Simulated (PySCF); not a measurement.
C4H3FOSi, SMILES C#C[Si](O)(F)C#C.

The structure is a stationary point at r2SCAN-D4/def2-SVP. This is a generated structure with no PubChem entry under its InChIKey; it may be hypothetical. Other conformers were not sampled.

The numbers are results of PySCF with TDA-PBE/def2-SVPD, not measurements.

Vertical excitations. 

| state | energy (eV) | λ (nm) | f | main pairs |
|---|---|---|---|---|
| S1 | 5.45 | 227 | 0.000 | HOMO−1→LUMO 56 %, HOMO→LUMO+1 43 % |
| S2 | 5.53 | 224 | 0.001 | HOMO→LUMO+1 40 %, HOMO−1→LUMO 39 %, HOMO→LUMO 11 %, HOMO−1→LUMO+1 8 % |
| S3 | 5.54 | 224 | 0.004 | HOMO→LUMO 41 %, HOMO−1→LUMO+1 35 %, HOMO→LUMO+1 16 % |
| S4 | 5.58 | 222 | 0.000 | HOMO−2→LUMO 95 % |
| S5 | 5.82 | 213 | 0.002 | HOMO−2→LUMO+1 60 %, HOMO−3→LUMO 38 % |
| S6 | 5.95 | 208 | 0.000 | HOMO−3→LUMO+1 97 % |
| S7 | 6.24 | 199 | 0.057 | HOMO−3→LUMO 33 %, HOMO−2→LUMO+1 20 %, HOMO→LUMO+3 16 %, HOMO−1→LUMO+2 13 % |
| S8 | 6.31 | 197 | 0.171 | HOMO−1→LUMO+1 28 %, HOMO→LUMO 22 %, HOMO−2→LUMO+2 21 %, HOMO−3→LUMO 9 % |
| S9 | 6.56 | 189 | 0.004 | HOMO−4→LUMO 92 % |
| S10 | 6.70 | 185 | 0.001 | HOMO→LUMO+2 86 % |
| T1 | 4.61 | 269 | 0 | HOMO→LUMO 67 %, HOMO−1→LUMO+1 21 % |
| T2 | 4.84 | 256 | 0 | HOMO−2→LUMO+1 45 %, HOMO−3→LUMO 31 %, HOMO−1→LUMO+2 11 %, HOMO→LUMO+3 8 % |
| T3 | 4.98 | 249 | 0 | HOMO−1→LUMO 48 %, HOMO→LUMO+1 45 % |
| T4 | 5.00 | 248 | 0 | HOMO−1→LUMO+1 66 %, HOMO→LUMO 25 % |
Triplets are in the Tamm–Dancoff approximation.
